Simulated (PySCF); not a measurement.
Where the electron goes

Species: C₃H₄ClNSi.
Numbering: `[CH:1]#[C:2][Si@H:3]([Cl:4])[N:5]=[CH2:6]` (hydrogens: H7 on C1; H8 on Si3; H9, H10 on C6)

Computed with TDDFT wB97X-D/def2-SVPD, vertical, gas phase, core orbitals frozen in the response (PySCF 2.14.0, density-fitted response routines). The structure is a single PBE0-D3(BJ)/def2-SVP conformer in the gas phase; no vibrational or solvent corrections. Torsions of this conformer, `[CH:1]#[C:2][Si@H:3]([Cl:4])[N:5]=[CH2:6]`: C2–Si3–N5–C6 -1°.

Kohn–Sham orbitals with the atoms that hold most of them (Löwdin shares over 4%, at most four atoms; ? is withheld):

| orbital | ε (eV) | atoms |
| --- | --- | --- |
| LUMO+2 | 1.31 | C1 30%, C2 27%, Si3 17%, N5 7% |
| LUMO+1 | 1.23 | C1 27%, C2 26%, Si3 15%, N5 9% |
| LUMO | 0.39 | ? |
| HOMO | -9.50 | ? |
| HOMO-1 | -10.55 | C2 39%, C1 38%, Cl4 15% |
| HOMO-2 | -10.69 | C2 39%, C1 37%, Si3 7%, Cl4 6% |
| HOMO-3 | -11.08 | Cl4 72%, Si3 12%, H8 8%, C2 4% |

Task: Which atoms hold the HOMO, and with what shares?

Result: N5 (bonded to C and Si) 57%; C6 (bonded to N and 2 H) 16%; Si3 (bonded to C, Cl, N and H) 7%; H9 (bonded to C) 7%.

Task: Which atoms hold the LUMO, and with what shares?

Result: C6 (bonded to N and 2 H) 37%; N5 (bonded to C and Si) 26%; Si3 (bonded to C, Cl, N and H) 10%; Cl4 (bonded to Si) 6%.

Task: The HOMO–LUMO gap is 9.88 eV. Where does the response calculation put the lowest singlet, and from which orbitals?

Result: S1 is at 4.14 eV (f = 0.0003), 5.74 eV below the gap, made of HOMO→LUMO (90%). Without the coupling terms of the response equations the lowest excitation would equal the gap.

Task: Give energy, strength and leading configuration of S1 and S8, and follow the Löwdin shares of the leading atoms from the occupied to the empty orbital.

Result: 
- S1 (4.14 eV, f 0.0003), HOMO→LUMO (90%): N5 57% → 26%, C6 16% → 37%
- S8 (7.23 eV, f 0.024), HOMO-1→LUMO (71%): C2 39% → at most 7%, C1 38% → at most 7%, C6 at most 4% → 37%, N5 at most 4% → 26%

Löwdin shares depend on the basis, the more so with diffuse functions.
